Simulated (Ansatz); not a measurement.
Question: Name a neutral molecule of C, Sn and H with HOMO–LUMO gap (PBE0/def2-TZVPP) between 8.45 and 8.75 eV and HOMO energy (ωB97M-V/def2-TZVPP) between -10.85 and -10.55 eV (Ansatz, PBE0-D4/def2-TZVP geometry).

Answer: `[CH3][SnH3]` (8.68 eV, -10.59 eV). Other molecules can fit too; these were computed, each in one conformer that needn't be the lowest.
